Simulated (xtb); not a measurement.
xtb input:

```bash
xtb mol.xyz --gfn 2 --sp --chrg 0 --uhf 0
```
mol.xyz:
```
14

Si    -0.06661811     0.14775166    -0.99323827
N     -1.48490035     0.66751569    -0.17870255
Si    -2.63564083    -0.29452578     0.68961141
O      1.20748907    -0.01716644     0.02077144
Si     2.80362946    -0.13360158     0.34760054
H     -0.34105705    -1.17083243    -1.59740875
H      0.28273854     1.16326894    -2.01117975
H     -1.59110156     1.66973800    -0.09215775
H     -4.01975471    -0.00344039     0.24402382
H     -2.30653548    -1.70984488     0.41433670
H     -2.57993080    -0.05470929     2.15280621
H      3.01107213     0.12140710     1.78963268
H      3.56342773     0.86408471    -0.44295410
H      3.29634398    -1.48969020     0.01201604
```

Predict the final energy.

-16.92477 Eh (GFN2-xTB).
